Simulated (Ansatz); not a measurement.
Calculated with Ansatz (gas phase, PBE0-D4/def2-TZVP geometries, no zero-point term in ΔE). CCSD(T)/CBS is the MP2 limit (def2-TZVPP, def2-QZVPP) plus CCSD(T) − MP2 in def2-TZVPP, frozen cores. DFT in def2-TZVPP. B3LYP here is the variant with VWN-RPA as its local correlation; programs differ in this. HSE06 is defined as in plane-wave codes. For Br, Se outer-core shells are correlated without core-valence functions, which leaves a few kJ/mol of doubt a bond. Scalar relativity is left out up to krypton. One conformer a species, not always the lowest.

Reaction (substitution at a C–Se bond): `C[Se]C` + `COB(O)Br` → `COB(Br)OC` + `C[SeH]`

```tsv
level	ΔE (kJ/mol)	difference from CCSD(T)/CBS
r2SCAN-D4	53.0	-0.9
B97M-V	49.7	-4.2
PBE0-D4	53.5	-0.4
B3LYP-D4	47.9	-6.0
r2SCAN0-D4	53.0	-0.9
HSE06-D4	53.6	-0.3
B2PLYP	50.8	-3.1
BLYP	47.6	-6.3
LC-ωPBE	50.8	-3.1
RPA@PBE/def2-TZVPP	45.7	-8.2
HF/def2-SVP	26.6	-27.3
MP2/def2-SVP	39.8	-14.1
CCSD/def2-SVP	30.3	-23.6
HF/def2-TZVPP	40.1	-13.8
CCSD(T)/def2-TZVPP	51.5	-2.4
MP2/CBS(def2)	62.3	8.4
CCSD(T)/CBS	53.9	0
```

(1) What do rigid-rotor, harmonic-oscillator terms from PBE0-D4/def2-TZVP frequencies (298.15 K, 1 bar) make of the CCSD(T)/CBS value? (Estimate.)

Largest T1 diagnostic among the species: 0.011.

Answers

(1) Ansatz gave: ΔZPE = -4.9 kJ/mol, ΔH = +49.9 kJ/mol, ΔS = 8 J/(mol·K), ΔG = +47.4 kJ/mol.

At CCSD(T), def2-SVP lies −23.1 kJ/mol from the extrapolated value and def2-TZVPP −2.4 kJ/mol. In def2-TZVPP, CCSD(T) changes the Hartree–Fock value by +11.4 kJ/mol (the triples alone add +1.5 kJ/mol) and MP2 by +19.8 kJ/mol.
